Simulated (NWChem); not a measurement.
All runs are NWChem calculations. System: trisilylamine (H9NSi3), charge 0, spin multiplicity 1, at a geometry optimised with B3LYP/def2-SVP. Level: CR-CCSD(T)/STO-3G, 16 core orbitals frozen.

Job file:

```
start mol
memory heap 100 mb stack 700 mb global 1900 mb
geometry units angstroms nocenter noautoz
  Si    -0.488278    -1.694832     0.000000
  N      0.066673    -0.018007     0.000000
  Si     0.234120     0.850120     1.528934
  Si     0.234120     0.850120    -1.528934
  H      0.025258    -2.376967     1.221762
  H     -1.979460    -1.805659     0.000000
  H      0.025258    -2.376967    -1.221762
  H      0.689758    -0.101427     2.581931
  H      1.232999     1.943321     1.360094
  H     -1.051382     1.463073     1.984793
  H     -1.051382     1.463073    -1.984793
  H      1.232999     1.943321    -1.360094
  H      0.689758    -0.101427    -2.581931
  symmetry group Cs
end
basis spherical
  * library sto-3g
end
scf
  rhf
  nopen 0
  maxiter 100
  thresh 1e-7
  semidirect memsize 60000000 filesize 0
end
tce
  freeze core 16
  cr-ccsd(t)
  2eorb
  2emet 13
  thresh 1e-6
  maxiter 100
  tilesize 24
end
task tce energy
```

Part of the output:

```
             Northwest Computational Chemistry Package (NWChem) 7.3.0
             --------------------------------------------------------

                                NWChem Input Module
                                -------------------

 Scaling coordinates for geometry "geometry" by  1.889725989
 (inverse scale =  0.529177249)

 Turning off AUTOSYM since
 SYMMETRY directive was detected!

                             Geometry "geometry" -> ""
                             -------------------------

 Output coordinates in angstroms (scale by  1.889725989 to convert to a.u.)

  No.       Tag          Charge          X              Y              Z
 ---- ---------------- ---------- -------------- -------------- --------------
    1 Si                  14.0000    -0.48827800    -1.69483200     0.00000000
    2 N                    7.0000     0.06667300    -0.01800700     0.00000000
    3 Si                  14.0000     0.23412000     0.85012000     1.52893400
    4 Si                  14.0000     0.23412000     0.85012000    -1.52893400
    5 H                    1.0000     0.02525800    -2.37696700     1.22176200
    6 H                    1.0000    -1.97946000    -1.80565900     0.00000000
    7 H                    1.0000     0.02525800    -2.37696700    -1.22176200
    8 H                    1.0000     0.68975800    -0.10142700     2.58193100
    9 H                    1.0000     1.23299900     1.94332100     1.36009400
   10 H                    1.0000    -1.05138200     1.46307300     1.98479300
   11 H                    1.0000    -1.05138200     1.46307300    -1.98479300
   12 H                    1.0000     1.23299900     1.94332100    -1.36009400
   13 H                    1.0000     0.68975800    -0.10142700    -2.58193100

 Effective nuclear repulsion energy (a.u.)     288.2996643361

            Nuclear Dipole moment (a.u.)
            ----------------------------
        X                 Y               Z
 ---------------- ---------------- ----------------
    -0.0000283459     0.0000075589     0.0000000000

      Symmetry information
      --------------------
[...]
    Number of AO functions :    41
       Number of AO shells :    27
        Use of symmetry is : on
      Symmetry adaption is : on
         Schwarz screening : 0.10D-09

          Correlation Information
          -----------------------
          Calculation type : Coupled-cluster singles & doubles w/ perturbation
   Perturbative correction : Completely renormalized (T)
            Max iterations :      100
        Residual threshold : 0.10D-05
     T(0) DIIS level shift : 0.00D+00
     L(0) DIIS level shift : 0.00D+00
     T(1) DIIS level shift : 0.00D+00
     L(1) DIIS level shift : 0.00D+00
     T(R) DIIS level shift : 0.00D+00
     T(I) DIIS level shift : 0.00D+00
   CC-T/L Amplitude update :  5-th order DIIS
                I/O scheme : Global Array Library
        L-threshold :  0.10D-05
        EOM-threshold :  0.10D-05
 no EOMCCSD initial starts read in
 TCE RESTART OPTIONS
 SLICE:      F
 D4D5:       F
 quantumc:   F
 qrotation:  F
 pwtce:      F
 qducc:      F
 nacto:                         0
 nrotv:                         0
 nrot:                          0

            Memory Information
            ------------------
          Available GA space size is     249035119 doubles
          Available MA space size is     104853196 doubles

 Maximum block size supplied by input
 Maximum block size        24 doubles

 tile_dim =      8

 -------------------------------------------------
   1    alpha     a'     8 doubles       0       1
   2    alpha     a"     5 doubles       8       2
   3    beta      a'     8 doubles      13       1
   4    beta      a"     5 doubles      21       2
   5    alpha     a'     7 doubles      26       5
   6    alpha     a"     5 doubles      33       6
   7    beta      a'     7 doubles      38       5
   8    beta      a"     5 doubles      45       6

 Global array virtual files algorithm will be used

 Parallel file system coherency ......... OK

 4-electron integrals stored in orbital form

 v2    file size   =            49597
 4-index algorithm nr.  13 is used
 imaxsize =       30
 imaxsize ichop =        0


CCSD iterations
 ---------------------------------------------------------
 Iter          Residuum       Correlation     Cpu    Wall
 ---------------------------------------------------------
    1   0.1651625062356  -0.1765117471993     0.0     0.0
    2   0.0586803058700  -0.2160652559192     0.0     0.0
    3   0.0221206127487  -0.2292120694537     0.0     0.0
    4   0.0087356096707  -0.2338289150747     0.0     0.0
    5   0.0036255424228  -0.2355403112598     0.0     0.0
    6   0.0003651630591  -0.2366052393511     0.0     0.0
    7   0.0001260030252  -0.2365974036566     0.0     0.0
    8   0.0000593655041  -0.2365990719069     0.0     0.0
    9   0.0000309162291  -0.2365986586846     0.0     0.0
   10   0.0000168644327  -0.2365988523318     0.0     0.0
   11   0.0000036938331  -0.2365988914192     0.0     0.0
   12   0.0000017856934  -0.2365991119251     0.0     0.0
   13   0.0000010147055  -0.2365991992746     0.0     0.0
   14   0.0000006002553  -0.2365992277095     0.0     0.0
 -----------------------------------------------------------------
 Iterations converged
 CCSD correlation energy / hartree =        -0.236599227709496
 CCSD total energy / hartree       =      -916.068556764302343

 Singles contributions

 Doubles contributions
 CR-CCSD(T)

 CR-CCSD[T]  correction energy / hartree =        -0.003362684783854
 CR-CCSD[T] correlation energy / hartree =        -0.239961912493350
 CR-CCSD[T] total energy / hartree       =      -916.071919449086181
 CR-CCSD(T)  correction energy / hartree =        -0.003018952759777
 CR-CCSD(T) correlation energy / hartree =        -0.239618180469273
 CR-CCSD(T) total energy / hartree       =      -916.071575717062160

 Task  times  cpu:        2.2s     wall:        2.2s

 Total times  cpu:        2.2s     wall:        2.2s
```
